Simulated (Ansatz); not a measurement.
The molecule GaNi, multiplicity 2 (lowest of 2S+1 = 2, 4 at PBE0/def2-TZVPP; our sources give no spin for the ground state, which may be another). No spin–orbit coupling. Ni is treated without relativity. Ga is treated without relativity.

Constants: fifth-degree fit in 1/R to seven points, most abundant isotopes. In def2 and cc sets the state is the lowest found near the PBE0 minimum, followed along R.

Correlated levels freeze the inner cores; with def2 sets outer-core shells near the valence are correlated too.

The values were computed with Ansatz (a quantum-chemistry and plane-wave program) with Gaussian orbitals. 

Energies at B2PLYP/def2-TZVPP:

```csv
R (Å),E (hartree)
2.224773,-3432.62624556
2.284579,-3432.62821420
2.339600,-3432.62896467
2.401798,-3432.62884748
2.463996,-3432.62792752
2.535763,-3432.62610963
2.619491,-3432.62324213
```

Q: With a reduced mass of 31.4772 u, find the minimum, the force constant and the constants.

A: A fifth-degree polynomial in 1/R puts the minimum at r_e = 2.3621 Å with force constant 106 N/m. Then ω_e = (1/2πc)√(k/μ) = 239 cm⁻¹ and B_e = h/(8π²cμr_e²) = 0.09598 cm⁻¹; the cubic and quartic terms give α_e = 0.00051 and ω_e x_e = 0.86 cm⁻¹.
